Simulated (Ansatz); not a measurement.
A nudged elastic band was laid between two geometries of H3SiTe (5 atoms, charge 1, multiplicity 1).

Theory: Ansatz 0.2.0, RKS PBE-D4/def2-SVP.

| Property | Result |
| --- | --- |
| movable images | 7 |
| climbing image | yes |
| spring | 5.0 eV/Å² |
| optimiser | quadratic models (default) |
| start path | through a guess of the saddle point |
| force threshold | 0.05 eV/Å |
| iteration limit | 60 |
| end points | relaxed |

Image 0:

```xyz
5
Properties=species:S:1:pos:R:3
Si -0.211 -0.703 0.047
Te 1.431 1.041 -0.025
H -1.670 -0.394 -0.035
H 0.267 -2.109 0.180
H 0.183 2.165 -0.168
```

Image 8:

```xyz
5
Properties=species:S:1:pos:R:3
Si -0.489 -0.549 0.024
Te 0.136 1.759 -0.137
H -1.943 -0.881 -0.007
H 0.542 -1.621 0.152
H 1.754 1.292 -0.032
```

Question: What changes between the two ends?

Answer: No bond is made or broken. The dihedral H4–Si1–Te2–H5 goes from 180 to 0°. The two ends are copies of one structure, up to a mirror image or an exchange of like atoms.

Question: Give the energies along the band, and the barrier.

Answer: The forces met the threshold. The highest image is number 4 of 0 to 8, 20.9 kcal/mol above the ends, which have the same energy within 2 meV. A vibrational analysis at the climbing image gives one clearly imaginary mode, 847i cm⁻¹: a first-order saddle point. Limits of this set-up: the dipole of an ion depends on the origin.

| image | path coordinate (Å) | energy (kcal/mol) | dihedral H4–Si1–Te2–H5 (°) |
| --- | --- | --- | --- |
| 0 | 0.00 | 0.0 | 180 |
| 1 | 0.42 | 2.3 | 156 |
| 2 | 0.83 | 8.4 | 133 |
| 3 | 1.25 | 16.2 | 110 |
| 4 | 1.66 | 20.9 | 88 |
| 5 | 2.08 | 16.1 | 66 |
| 6 | 2.49 | 8.3 | 44 |
| 7 | 2.91 | 2.2 | 23 |
| 8 | 3.32 | 0.0 | 0 |

Question: What is the geometry of the highest image?

Answer: 
```xyz
5
Properties=species:S:1:pos:R:3
Si -0.269 -0.572 0.143
Te 0.417 1.638 0.920
H -1.618 -0.845 -0.460
H 0.652 -1.756 0.138
H 0.819 1.534 -0.741
```

Question: What are the harmonic wavenumbers there?

Answer: 847i, 99, 387, 501, 666, 928, 1934, 2169, 2216 cm⁻¹.

Run time: 98 s on 1 CPU thread of a shared host.
